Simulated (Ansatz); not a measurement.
Cartesian coordinates in Å:
```
C 1.333 -1.353 1.114
C 0.606 -0.629 0.486
Sn -0.628 0.617 -0.554
F -2.175 -0.304 -1.132
F 0.200 1.195 -2.153
Cl -1.314 2.472 0.573
H 1.979 -1.998 1.667
```

Total charge 0; spin multiplicity 1. Sn: def2 effective core potential.

(1) List the CAM-B3LYP/def2-TZVPP orbital energies in eV (the Gaussian-basis code of Ansatz). (An estimate is asked.)

## Answers

(1) The calculation gave: Occupied: -2765.15, -673.27, -673.27, -280.29, -280.02, -259.90, -198.97, -198.80, -198.80, -143.10, -98.04, -98.02, -97.98, -34.63, -34.35, -32.31, -32.12, -32.12, -31.80, -31.13, -25.07, -23.72, -18.31, -17.08, -14.56, -14.33, -14.02, -13.28, -13.16, -13.10, -12.49, -11.45, -11.44, -10.89, -10.86. Lowest empty: -1.11, -0.26, -0.12, 2.21, 2.27, 2.41, 2.43, 3.24.
